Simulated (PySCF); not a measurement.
Ge(H)(OH)2(OMe) (CH6GeO3), SMILES C[O][GeH]([OH])[OH]. The structure is a stationary point at PBE-D3(BJ)/def2-SVP. This is a generated structure with no PubChem entry under its InChIKey; it may be hypothetical. Other conformers were not sampled.

Question: Give the equilibrium geometry at PBE-D3(BJ)/def2-SVP (PySCF confirms it by a frequency run) as a Z-matrix. (An estimate is asked for; the answer gives what the named calculation found.)

Answer: Several could match; the one computed here: 
```
O
C 1 1.4174
H 2 1.1100 1 108.27
H 2 1.1146 3 107.96 1 -121.99
H 2 1.1162 3 107.54 4 -115.98
Ge 1 1.7968 2 119.60 3 179.62
O 6 1.7839 1 101.85 2 179.47
H 7 0.9772 6 108.04 1 3.60
O 6 1.7868 7 110.36 8 122.42
H 9 0.9763 6 110.14 7 -42.95
H 6 1.5425 7 114.67 8 -119.12
```
